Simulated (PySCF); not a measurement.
TaOF3, SMILES [O]=[Ta]([F])([F])[F], multiplicity 1.

Geometry: B3LYP-D3(BJ)/def2-SVP. The multiplicity is an assumed one; other spin states were not compared. The isomer is the one that the SMILES or the coordinates give; other isomers of the formula were not compared. The def2 effective core potentials stand for the cores of Ta; spin–orbit coupling is left out.

Level of theory: M06-2X/def2-TZVP in PySCF.

Symmetry labels are those of the subgroup Cs that the program uses (full group C3v).

Computed valence orbital energies around the gap with their symmetry:
```json
[
 {"orbital": "HOMO−7", "symmetry": "A'", "energy (eV)": "-15.88"},
 {"orbital": "HOMO−6", "symmetry": "A'", "energy (eV)": "-15.48"},
 {"orbital": "HOMO−5", "symmetry": "A'", "energy (eV)": "-15.03"},
 {"orbital": "HOMO−4", "symmetry": "A\"", "energy (eV)": "-15.03"},
 {"orbital": "HOMO−3", "symmetry": "A\"", "energy (eV)": "-14.94"},
 {"orbital": "HOMO−2", "symmetry": "A'", "energy (eV)": "-12.52"},
 {"orbital": "HOMO−1", "symmetry": "A\"", "energy (eV)": "-12.04"},
 {"orbital": "HOMO", "symmetry": "A'", "energy (eV)": "-12.04"},
 {"orbital": "LUMO", "symmetry": "A\"", "energy (eV)": "-0.92"},
 {"orbital": "LUMO+1", "symmetry": "A'", "energy (eV)": "-0.92"},
 {"orbital": "LUMO+2", "symmetry": "A'", "energy (eV)": "-0.73"},
 {"orbital": "LUMO+3", "symmetry": "A'", "energy (eV)": "0.27"}
]
```
